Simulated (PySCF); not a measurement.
## C2H4O3Si

C2H4O3Si is a small molecule, neutral, singlet. The structure, one conformer, was relaxed in the gas phase by PBE0-D3(BJ)/def2-SVP. No frequency run checks that it is a minimum.

SMILES: C#C[Si](O)(O)O

```xyz
10

O    -1.435    0.871   -0.980
Si   -0.619    0.036    0.176
O    -0.681    0.866    1.593
O    -1.335   -1.429    0.375
C     1.135   -0.183   -0.326
C     2.300   -0.322   -0.651
H    -1.090    1.736   -1.218
H    -0.157    0.523    2.321
H    -1.382   -2.002   -0.395
H     3.328   -0.448   -0.941
```
(Å; atoms numbered from 1)

Shieldings: GIAO PBE0/pcSseg-2. Shifts are against computed references at the same level: C TMS (σ 184.1 ppm), H TMS (σ 31.24 ppm), Si TMS (σ 341.3 ppm). Core levels by delta-SCF with SCAN, pcX-2 on the ionised atom and pcseg-1 elsewhere, spin-free X2C (2p3/2 is the spin-free 2p value less a third of a first-order spin-orbit splitting); from the vacuum level, for chosen atoms.

Problem. Give the shieldings and core levels atom by atom.

Solution. 
| atoms | bonded to | σ (ppm) | δ (ppm) | core level (eV) |
| --- | --- | --- | --- | --- |
| O1 O3 O4 | 1 Si + 1 H | 265.0 | - | 1s 538.86 |
| Si2 | 1 C + 3 O | 409.1 | -67.8 | 2p3/2 108.51 |
| C5 | 1 C + 1 Si | 95.1 | 89.0 | - |
| C6 | 1 C + 1 H | 84.7 | 99.4 | - |
| H7 | 1 O | 29.40 | 1.84 | - |
| H8 | 1 O | 29.37 | 1.87 | - |
| H9 | 1 O | 29.40 | 1.85 | - |
| H10 | 1 C | 29.24 | 2.01 | - |

Values are those of this one static structure; atoms that internal rotation interchanges would show their mean in an NMR spectrum.

Core levels of C5, C6 are left out, their hole states being strongly spin-contaminated.

Problem. By CAM-B3LYP/def2-SVPD (TDDFT singlets, Tamm-Dancoff triplets, ionisation by delta-SCF), where does absorption start, and what does vertical ionisation take?

Solution. The first singlet with intensity lies at 7.71 eV (f 0.031); what lies below it is dark. The lowest singlet lies at 6.03 eV (f 0.000), the strongest of the first 6 at 8.35 eV (f 0.241), the lowest triplet at 4.93 eV; vertical ionisation takes 10.95 eV.
